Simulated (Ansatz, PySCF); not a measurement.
This triplet is an excited state, 0.89 eV above the relaxed singlet at the level frozen-core CCSD(T)/cc-pVTZ // B3LYP-D3(BJ)/def2-TZVP (Ansatz, a first-principles code).

B3LYP has the VWN-RPA correlation part, as in Gaussian. 

Cartesian coordinates (Å):
SMILES: [SiH3][N+]S
```xyz
7

Si    -1.1345     0.0206     0.0697
N      0.6448    -0.1844    -0.0868
S      2.1468    -0.6312     0.0399
H     -1.4026     0.0257     1.5149
H     -1.6677    -1.1276    -0.6837
H     -1.3094     1.3218    -0.6045
H      2.7225     0.5751    -0.2495
```
Charge +1, spin multiplicity 3.

Question: Give the total energy and highest occupied spin orbital at the level PySCF with B3LYP-D3(BJ)/def2-TZVP.

Answer: 
| Item | Result |
|---|---|
| total energy | -20260.56 eV |
| highest occupied spin orbital | -12.91 eV |
